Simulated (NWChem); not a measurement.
System: MgHOBr; SMILES [Br][Mg][OH]

```xyz
4

Mg     0.0002    -1.1680     0.0000
Br     0.0000     1.1785     0.0000
O     -0.0005    -2.9202     0.0000
H      0.0029    -3.8710     0.0000
```
Atoms are numbered in this order, from 1.

All runs: NWChem. Medium grid unless said otherwise, to which SCAN and Minnesota functionals are sensitive. Structure relaxed at the PBE0/def2-SVP level. Total energies of different functionals are on different scales.

```csv
level,energy (Ha),highest occupied level (eV),orbital gap (eV),dipole (D)
B3LYP/def2-TZVP,-2850.2660,-7.91,6.13,2.03
PBE/def2-TZVP,-2849.6202,?,4.47,?
PBE0/def2-TZVP,-2849.7291,-8.18,6.71,2.04
M05-2X/def2-TZVP,-2850.1599,-9.59,8.92,2.14
HCTH/407/def2-TZVP,-2851.6014,-6.81,4.50,2.00
BHandHLYP/def2-TZVP,-2850.1735,-9.28,8.37,2.11
Hartree-Fock/def2-TZVP,-2847.6345,-11.04,11.85,2.25
```

Problem. Fill in the missing entries.

Solution. 
- PBE/def2-TZVP, highest occupied level (eV): -6.67
- PBE/def2-TZVP, dipole (D): 1.95
